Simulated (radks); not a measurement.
Sb46+, 5 electrons, occupied as [He] 2s2 2p1 (the NIST ground configuration). Calculated with a radial shooting solver on a logarithmic mesh with Libxc functionals: scalar-relativistic Kohn-Sham, B86b exchange with PBE correlation, spin-polarised, spherical densities, point nucleus; open shells are filled with parallel spins first (spin-orbit coupling, left out, can overturn this in heavy ions).

Normalised radial functions P(r) = r R(r), r in bohr:

r         2s down   2p up  2p down
0.002541   0.6726  0.0298   0.0297
0.003389   0.8382  0.0495   0.0494
0.004485   1.0218  0.0808   0.0808
0.005981   1.2245  0.1334   0.1333
0.007978   1.4207  0.2182   0.2180
0.01064    1.5727  0.3525   0.3522
0.01408    1.6219  0.5517   0.5511
0.01878    1.4917  0.8518   0.8509
0.02504    1.0881  1.2679   1.2665
0.03314    0.3712  1.7798   1.7776
0.0442    -0.6779  2.3627   2.3595
0.05895   -1.8598  2.8706   2.8662
0.07862   -2.8068  3.0992   3.0951
0.104     -3.1007  2.8707   2.8698
0.1387    -2.5856  2.1580   2.1610
0.1851    -1.5565  1.2289   1.2339
0.2448    -0.6459  0.4993   0.5031
0.3266    -0.1567  0.1218   0.1233

2s down: eigenvalue -8166.3 eV, 1 radial node at r = 0.0370 bohr, <r> = 0.116 bohr, 90 % of the charge inside 0.178 bohr. 2p up: eigenvalue -7843.1 eV, 0 radial nodes, <r> = 0.100 bohr, 90 % of the charge inside 0.161 bohr. 2p down (empty): eigenvalue -7812.6 eV, 0 radial nodes, <r> = 0.100 bohr, 90 % of the charge inside 0.162 bohr.
